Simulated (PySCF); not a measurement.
# How methods differ on the excitation energy of Co

Co [Ar] 3d7 4s2 (4F) → Co [Ar] 3d8 4s1, s spin flipped, as a difference of total energies. All numbers are calculated (PySCF 2.14, the spin-free X2C one-electron Hamiltonian (Gaussian nucleus), in ANO-RCC-VTZP (6s5p3d2f1g, 59 functions)). Correlated levels: valence: [Ar] frozen. The calculations carry no spin-orbit coupling.

```
           method  excitation energy (cm⁻¹)
              UHF                     16723
    MP2 (valence)                    3366.4
SCS-MP2 (valence)                    4287.1
```

The upper determinant mixes two multiplicities, so it lies between the two terms.
